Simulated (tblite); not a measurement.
Question: Write Cartesian coordinates for `C(O[C@@](C)([CH][O-])OC)=O` [radical] as optimised with GFN2-xTB. (Charge -1 and doublet state.)

Answer: 
```xyz
17
C5H8O4 angstrom
C      1.9771   -0.8205   -0.4014
O      0.7261   -0.5242   -0.9440
C     -0.2881   -0.1897    0.0555
C     -0.0023    1.1686    0.6867
C     -0.4463   -1.2532    1.0874
O     -0.3140   -1.0761    2.3346
O     -1.5054   -0.2275   -0.7104
C     -1.9870    0.8496   -1.3521
O     -1.4221    1.8795   -1.7082
H      2.5253   -1.3930   -1.1522
H      1.8704   -1.4201    0.5128
H      2.5439    0.0907   -0.1623
H      0.2940    1.8832   -0.0757
H     -0.9045    1.5186    1.1835
H      0.7775    1.0447    1.4342
H     -0.7724   -2.2227    0.6816
H     -3.0790    0.7040   -1.4798
```

Any rigid rotation of these coordinates is as good. Atoms count from 1 in this order. Of the pairs four or more bonds apart, C5···H11 is among the closest relative to their van der Waals radii: 2.39 Å, 83 % of the sum of Bondi's values. C5 (carbon bonded to C, O and H) is planar (angles 124.8°, 121.1° and 113.9°, sum 359.8°, 0.03 Å off the plane of its three neighbours). The C–O distances run from 1.227 Å (C8=O9, drawn double) to 1.463 Å (O2–C3, drawn single), a spread of 0.236 Å. The 2 C–C bonds span 1.490 Å (C3–C5, drawn single) to 1.525 Å (C3–C4, drawn single), a spread of 0.035 Å.

Bonds between heavy atoms (Å): C1–O2 1.395, O2–C3 1.463, C3–C4 1.525, C3–C5 1.490, C5–O6 1.267, C3–O7 1.439, O7–C8 1.343, C8=O9 1.227.

The geometry is computed with GFN2-xTB (gas phase). This method treats the open shell by occupation alone, without spin polarisation.

Point group: C1 (no symmetry element, even within 0.4 Å). Its GFN2-xTB frequencies are all real (lowest 47 cm⁻¹). Whether the extra electron is bound in the gas phase wasn't checked; a finite basis holds it in any case. Torsions: C1–O2–C3–C4 71°, O2–C3–C5–O6 123°, O2–C3–O7–C8 -89°, C3–O7–C8–O9 20°.

One conformer stands for the species.
